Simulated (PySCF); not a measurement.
**[TaF4]+ relaxed at several levels**

Computed with PySCF 2.14.0, def2-SVP on the ligands, density fitting, scalar-relativistic core potentials, no spin-orbit coupling, vacuum. Each row is relaxed at its own level from the same template. Distances are means of the shortest metal–ligand contacts, charges and spins Mulliken's; removal energies are rigid, with the ligand's formal charge and no counterpoise, so too large; for an anion taken off a cation in vacuum most of it is the attraction of opposite charges, and multiply charged cations can part far more cheaply with an electron moved from ligand to metal.

```csv
level,basis on the metal,point group,M–F (Å),charge on M (e),HOMO–LUMO gap (eV),removal of one F (eV),"strongest infrared band, degenerate modes summed (cm⁻¹)",unstable modes (below −25 cm⁻¹)
B3LYP,def2-SVP with ECP60,Td,1.821,1.73,9.51,21.56,796,0
```

(1) What does the calculation give for BP86, def2-SVP with ECP60?

One start shape was tried for each, so a minimum needn't be the lowest isomer.

## Answers

(1) point group: Td, M–F (Å): 1.828, charge on M (e): 1.57, HOMO–LUMO gap (eV): 7.14, removal of one F (eV): 21.52, strongest infrared band, degenerate modes summed (cm⁻¹): 778, unstable modes (below −25 cm⁻¹): 0.
```xyz
5

Ta    0.0000    0.0000    0.0000
F     1.0554    1.0554    1.0554
F    -1.0554   -1.0554    1.0554
F     1.0554   -1.0554   -1.0554
F    -1.0554    1.0554   -1.0554
```
